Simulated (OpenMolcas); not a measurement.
**Pm3+: moving or changing the point charges**

Pm3+ among 7 point charges of -0.5 e arranged as a pentagonal bipyramid (D5h), 2.25 Å from the ion.
```
   2.2500    0.0000    0.0000  -0.50
   0.6953    2.1399    0.0000  -0.50
  -1.8203    1.3225    0.0000  -0.50
  -1.8203   -1.3225    0.0000  -0.50
   0.6953   -2.1399    0.0000  -0.50
   0.0000    0.0000    2.2500  -0.50
   0.0000    0.0000   -2.2500  -0.50
```

```
Program             : OpenMolcas 26.06
Method              : CASSCF
Basis               : ANO-RCC-VDZP [7s6p4d2f1g]
Scalar Hamiltonian  : DKH2, point nucleus
Active space        : 4 electrons in 7 orbitals (4f)
State averaging     : 2S+1 = 5 even, 35 roots (33 in the spin-orbit step); 2S+1 = 3 even, 117 roots kept (CI in the orbitals of an earlier block, 106 in the spin-orbit step); 2S+1 = 1 even, 75 roots kept (CI in the orbitals of an earlier block, 31 in the spin-orbit step)
Spin-orbit coupling : state interaction with AMFI integrals over the reference wave functions
```

Runs around this geometry, states. Energies in cm-1 above the lowest state or level, χT in cm3 K/mol.

```tsv
R (Å)	q (e)	Ground state	First state of that spin	First gap with spin-orbit (degeneracies)	Width of lowest J	χT at 300 K
2.25	-0.25	2S+1 = 5	4.4	21.4 (2, 2)	65	1.002
2.25	-0.5	2S+1 = 5	8.0	42.7 (2, 2)	129	0.999
2.4	-0.5	2S+1 = 5	7.9	27.4 (2, 2)	99	1.001
2.69	-0.5	2S+1 = 5	7.0	11.4 (2, 2)	62	1.002
```

Taking the width of the lowest J multiplet as R^-n, n = -ln(62 / 129) / ln(2.69 / 2.25) = 4.1 between the shortest and longest distance.

Scaling the charges by -0.25 / -0.5 = 0.50 scales the width of the lowest J multiplet by 65 / 129 = 0.50; with fixed orbitals a first-order splitting would follow the charge.

High states are left out of the spin-orbit mixing, which shifts the levels that they would mix with. Point charges carry no covalency, so the field is a model and not that of real ligands. An unlabelled pair can be two single states that coincide in this model. A group larger than the point group allows holds several states that coincide in this model. No measured value stands beside these numbers.

A state without a sure symmetry label is named by its multiplicity alone.
